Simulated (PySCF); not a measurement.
**Vibration and rotation of SrS⁺**

UHF-CCSD(T) constants of SrS⁺, ²Π (doublet), unpaired electrons π ↑ (PySCF, scalar-relativistic core potentials, basis sets Sr def2-SVPD with ECP28, S def2-SVPD; masses 87.9056 and 31.9721 u):

| Item | Value |
| --- | --- |
| ωe | 320.2 cm⁻¹ |
| ωexe | 0.891 cm⁻¹ |
| Be | 0.10002 cm⁻¹ |
| αe | 0.000381 cm⁻¹ |
| D (centrifugal) | 3.9e-08 cm⁻¹ |
| De to Sr⁺ + S | 2.29 eV |

Question: Give the vibrational terms G(v) and spacings up to v = 6.

Answer: G(v) = ωe(v+½) − ωexe(v+½)².

```csv
v,G(v) (cm⁻¹),G(v) − G(v−1),Bv (cm⁻¹)
0,159.9,,0.0998
1,478.3,318.4,0.0994
2,794.9,316.6,0.0991
3,1109.8,314.9,0.0987
4,1422.9,313.1,0.0983
5,1734.1,311.3,0.0979
6,2043.7,309.5,0.0975
```

Question: How well does the Morse estimate ωe²/(4ωexe) reproduce De, and what is D0?

Answer: It gives 3.57 eV, 156 % of the computed De. D0 = De − G(0) = 2.29 − 0.02 = 2.27 eV.

Correlated steps freeze 5 core orbitals. Correlated levels converge slowly with the basis: in double zeta they bind strong bonds too weakly, by up to about 1 eV, and carry superposition errors of some tenths. Spin–orbit coupling is left out. For an ion De counts to the pair picked by the measured ionisation energies or electron affinities, which need not be the lowest pair at this level. The state was picked by a PBE0 search and need not be the measured ground state.
